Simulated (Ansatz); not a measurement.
`C=C[Se]CC` + `OBO` → `CC[Se]B(O)O` + `C=C`  (formal exchange of groups at the Se–C bond)

Computed with Ansatz on PBE0-D4/def2-TZVP structures; ΔE is electronic, products minus reactants. CCSD(T)/CBS is the MP2 limit (def2-TZVPP, def2-QZVPP) plus CCSD(T) − MP2 in def2-TZVPP, frozen cores. This one scheme is used for every species. DFT in def2-TZVPP. B3LYP here is the variant with VWN-RPA as its local correlation; programs differ in this. For Se outer-core shells are correlated without core-valence functions, which leaves a few kJ/mol of doubt a bond. Scalar relativity is left out up to krypton. Each species was taken in one conformer, which may not be the lowest.

| level | ΔE (kJ/mol) | difference from CCSD(T)/CBS |
| --- | --- | --- |
| PBE-D4 | -74.1 | 8.4 |
| r2SCAN-D4 | -80.2 | 2.3 |
| PBE0-D4 | -80.0 | 2.5 |
| B3LYP-D4 | -77.0 | 5.5 |
| ωB97X-V | -81.4 | 1.1 |
| ωB97M-V | -82.1 | 0.4 |
| B2PLYP | -78.6 | 3.9 |
| PBE | -74.8 | 7.7 |
| r2SCAN | -80.3 | 2.2 |
| PBE0 | -80.6 | 1.9 |
| B3LYP | -78.0 | 4.5 |
| HF/def2-TZVPP | -90.6 | -8.1 |
| MP2/def2-TZVPP | -78.4 | 4.1 |
| SCS-MP2/def2-TZVPP | -78.1 | 4.4 |
| CCSD/def2-TZVPP | -82.9 | -0.4 |
| CCSD(T)/def2-TZVPP | -80.9 | 1.6 |
| HF/def2-QZVPP | -89.5 | -7.0 |
| MP2/def2-QZVPP | -78.9 | 3.6 |
| SCS-MP2/def2-QZVPP | -78.6 | 3.9 |
| HF/CBS(def2) | -89.3 | -6.8 |
| MP2/CBS(def2) | -80.0 | 2.5 |
| CCSD/CBS(def2) | -84.5 | -2.0 |
| CCSD(T)/CBS | -82.5 | 0 |

Largest T1 diagnostic among the species: 0.013.

In def2-TZVPP, CCSD(T) changes the Hartree–Fock value by +9.7 kJ/mol (the triples alone add +2.0 kJ/mol) and MP2 by +12.2 kJ/mol. From PBE to PBE0 (25 % exact exchange), in def2-TZVPP and without D4, ΔE moves by −5.8 kJ/mol.
